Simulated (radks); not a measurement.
Results of a calculation; reference values are marked as such.
Problem. The mean radii <r> (bohr) of the occupied orbitals of an atom or ion are listed with their occupations. Code: a radial shooting solver on a logarithmic mesh with Libxc functionals. Model: Dirac Kohn-Sham, PBEsol, spin-unpolarised, spherical densities, finite nucleus; Fermi nuclear charge, rms radius of each element as measured or else 0.836 A^(1/3) + 0.57 fm.

| orbital | occ. | <r> |
|---|---|---|
| 1s1/2 | 2 | 0.1304 |
| 2s1/2 | 2 | 0.6080 |
| 2p1/2 | 2 | 0.5479 |

Name the element and its charge. Open shells, if any, fill j = l - 1/2 first.

Solution. Z = 12, magnesium, charge +6: Mg6+ in [He] 2s2 2p2. The 1s radius gives Z: for a bare nucleus <r> = (2 gamma + 1)/(2Z) with gamma = sqrt(1 - (Z/c)^2), 0.1247 bohr for Z = 12, and screening makes it slightly larger (0.1304 here). The occupations add up to 6, and the charge is Z minus that.
